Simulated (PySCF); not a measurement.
# A small calculation by hand: dipole moment from atomic charges

In(F)(Br)(Me) (CH3BrFIn), SMILES [CH3][In]([F])[Br]. Atoms are numbered in the order given.

```xyz
7

In    -0.0428     0.6653     0.0000
F     -1.9278     1.2031     0.0000
Br     0.1407    -1.8047     0.0000
C      1.5283     2.1104     0.0000
H      2.4991     1.5997     0.0000
H      1.4264     2.7366    -0.8968
H      1.4264     2.7366     0.8968
```
Charge 0, spin multiplicity 1.

Geometry optimised at PBE0-D3(BJ)/def2-SVP. The def2 effective core potentials stand for the cores of In; spin–orbit coupling is left out.

Charges (e) from PySCF with CAM-B3LYP/def2-TZVP:

```
atom  ESP fit  Mulliken
----  -------  --------
In1     0.932     0.927
F2     -0.471    -0.490
Br3    -0.316    -0.343
C4     -0.722    -0.568
H5      0.153     0.163
H6      0.212     0.156
H7      0.212     0.156
```

The dipole moment of the full density is 3.99 D.

Task: What dipole moment does each set of point charges give, and which comes closer to that of the density?

Result: 
μ = Σ q r, and 1 e Å = 4.8032 D.
ESP fit: Σ q r = (0.707, 0.505, 0.000) e Å, |μ| = 4.17 D.
Mulliken: Σ q r = (0.841, 0.562, 0.000) e Å, |μ| = 4.86 D.
ESP fit comes closer in size. Point charges leave out the atoms' own dipoles (lone pairs, polarised bonds); fits to the potential absorb them, partitions of the density don't.
